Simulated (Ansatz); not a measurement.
Ideal-gas functions of F$_{2}$HSb (`[F][SbH][F]`) at 400 K and 1 bar, from an Ansatz frequency run at PBE0-D4/def2-TZVP.

Molar mass 160.76 g/mol, point group Cs (symmetry number 1), electronic degeneracy 1, moments of inertia 50.425, 78.435, 122.962 u Å². Harmonic wavenumbers (cm⁻¹, unscaled): 204, 624, 639, 655, 690, 1923.

Use S(trans) = R[1.5 ln M + 2.5 ln T − 1.1517]; rotational temperatures θ = 24.2544 K / I; S(rot) = R[ln(√π/σ · √(T³/θAθBθC)) + 1.5]; for each mode x = 1.438777 ν̃/T, S = R[x/(eˣ − 1) − ln(1 − e⁻ˣ)] and H = RT x/(eˣ − 1); 1 cm⁻¹ = 0.0119627 kJ/mol; R = 8.31446 J/(mol·K).

Q: By hand: the entropy, in J/(mol·K).

A: Translation 178.3. Rotation: θ = 0.481, 0.3092, 0.1973 K, giving 106.6. Vibration, mode by mode: 11.07, 3.14, 3.01, 2.88, 2.61, 0.07, in all 22.8. Electronic 0.0. Sum 307.7 J/(mol·K).

Q: By hand: H − E and G − E in kJ/mol, counted from the electronic energy.

A: Zero-point energy ½ × 4735 × 0.0119627 = 28.3; thermal vibration 5.6; translation, rotation and pV give 4 RT = 13.3. H − E = 47.2 kJ/mol, and G − E = 47.2 − 400 × 307.7/1000 = -75.9 kJ/mol.

Vibration gives 7 % of the entropy.
